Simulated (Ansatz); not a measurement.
Basis-set extrapolation for C$_{4}$H$_{3}$F$_{5}$, SMILES `FC/C(F)=C\C(F)(F)F` (PBE0-D4/def2-TZVP geometry, frozen core, Ansatz 0.2.0). Multiplicity 1, RHF reference.

```json
{"": "HF", "def2-TZVPP": "-650.669146", "def2-QZVPP": "-650.696947"}
{"": "MP2 correlation", "def2-TZVPP": "-1.867470", "def2-QZVPP": "-2.029982"}
{"": "CCSD(T) correlation", "def2-TZVPP": "-1.956166", "def2-QZVPP": "not run"}
```

Energies in hartree. Use E(X) = E(∞) + A·exp(−7.88·√X) for Hartree–Fock and E(X) = E(∞) + B·X^(−2.97) for correlation, with X = 3 and 4, and add CCSD(T) minus MP2 of the smaller set to the MP2 limit.

**Question.** What is the CCSD(T) energy at the basis-set limit?

**Answer.** HF limit: -650.696947 + (-0.027801) × 0.13774 = -650.70078. MP2 limit: -2.029982 + (-0.162512) × 0.74074 = -2.15036. Higher-order term: -1.956166 − (-1.867470) = -0.08870. Total: -652.93984 hartree, 825.8 kJ/mol below CCSD(T)/def2-TZVPP.
